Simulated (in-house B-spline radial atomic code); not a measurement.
Configurations of In II (In+), with energies counted from [Kr] 4d10 5s2. Computed with an all-electron radial atomic-structure program (B-spline basis): scalar-relativistic (X2C) LC-wPBE, spin-polarised, spherical fractional occupations, exact exchange averaged over the configuration, Fermi nucleus of rms radius 4.6156 fm. Shells without spins written out take the highest spin.

Occupations are held fixed; configurations that lie above the ionisation limit could autoionise.

| configuration | E - E(ref) (eV) | highest orbital | its <r> (bohr) |
| --- | --- | --- | --- |
| [Kr] 4d10 4f1 5s1 | 14.844 | 4f up | 8.658 |
| [Ar] 3d10 4s2 4p5 4d10 5s2 5p1 | 80.031 | 5p up | 2.888 |
| [Ar] 3d10 4s2 4p5 4d10 4f1 5s2 | 90.669 | 4f up | 8.569 |
| [Ar] 3d10 4s2 4p5 4d10 5s2 5f1 | 91.966 | 5f up | 15.13 |
| [Ar] 3d9 4s2 4p6 4d10 5s2 6s1 | 451.86 | 6s up | 5.726 |
| [Ar] 3d9 4s2 4p6 4d10 5s2 5d1 | 453.05 | 5d up | 5.058 |

Question: Order these further configurations by energy, lowest first.
A. [Kr] 4d9 5s2 5d1
B. [Kr] 4d9 4f1 5s2
C. [Ar] 3d9 4s2 4p6 4d10 5s2 6d1
D. [Kr] 4d10 5s1 5d1
E. [Ar] 3d10 4s2 4p5 4d10 5s2 6d1

Answer: D (12.348 eV), A (26.859 eV), B (29.534 eV), E (90.74 eV), C (455.83 eV).

Question: How far above the reference does [Kr] 4d10 5s1 6f1 lie?

Answer: 16.831 eV; its least bound orbital is 6f up with <r> = 23.31 bohr.
